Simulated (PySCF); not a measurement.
Isomers of C2H6N2. Gas-phase values, no solvent. One relaxed conformer stands for each flexible species; it need not be the lowest. Strings in code marks are SMILES.

Calculation: TPSSh-D3(BJ)/def2-TZVP // B3LYP-D3(BJ)/def2-TZVP (PySCF). All candidates: neutral, multiplicity 1. Delta-SCF ions had no search for a lower state. Excitations are Tamm–Dancoff values on a coarser integration grid. The basis has no diffuse functions, so Rydberg states are missing or too high.

```json
{
  "vertical ionisation energy (Delta-SCF)": "9.12 eV",
  "HOMO–LUMO gap": "6.60 eV",
  "T1 excitation (TDA)": "4.94 eV"
}
```

Which member has these values?
A. `C=NCN`
B. `[H]/N=C\NC` (C–N–C–N torsion 6°)
C. `[H]/N=C(/C)N`
D. `C/N=C/N`

C, `[H]/N=C(/C)N`. The others give `[H]/N=C\NC` (C–N–C–N torsion 6°): 8.82 eV, 6.60 eV, 4.85 eV; `C=NCN`: 9.12 eV, 5.31 eV, 4.21 eV; `C/N=C/N`: 8.74 eV, 6.39 eV, 4.61 eV
